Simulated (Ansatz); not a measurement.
Reaction (substitution at a C–N bond): `CN=C(O)O` + `C[O][Ge]([OH])([O]C)[O]C` → `C[O][Ge]([O]C)([O]C)[O]C` + `N=C(O)O`

Isolated molecules relaxed with PBE0-D4/def2-TZVP in Ansatz; ΔE leaves out vibrations. CCSD(T)/CBS is the MP2 limit (def2-TZVPP, def2-QZVPP) plus CCSD(T) − MP2 in def2-TZVPP, frozen cores. DFT in def2-TZVPP. For Ge outer-core shells are correlated without core-valence functions, which leaves a few kJ/mol of doubt a bond. Scalar relativity is left out up to krypton. Each species was taken in one conformer, which may not be the lowest.

```tsv
level	ΔE (kcal/mol)
PBE0	7.8
SCS-MP2/def2-TZVPP	6.8
CCSD/def2-TZVPP	6.3
HF/CBS(def2)	4.9
```

Task: What does CCSD(T)/CBS give? (Estimate.)

Result: Ansatz gave: +6.8 kcal/mol. The listed levels differ from it by 1.0, 0.0, -0.5, -1.9 kcal/mol.

Largest T1 diagnostic among the species: 0.013.

The D4 term adds −0.8 kcal/mol with B3LYP and −0.5 kcal/mol with PBE0; it sums over pairs of atoms, weighted by their polarisabilities, and B3LYP, whose exchange is more repulsive, gets the larger term. In def2-TZVPP, CCSD(T) changes the Hartree–Fock value by +1.7 kcal/mol (the triples alone add +0.2 kcal/mol) and MP2 by +2.8 kcal/mol.

B3LYP here is the variant with VWN-RPA as its local correlation; programs differ in this.
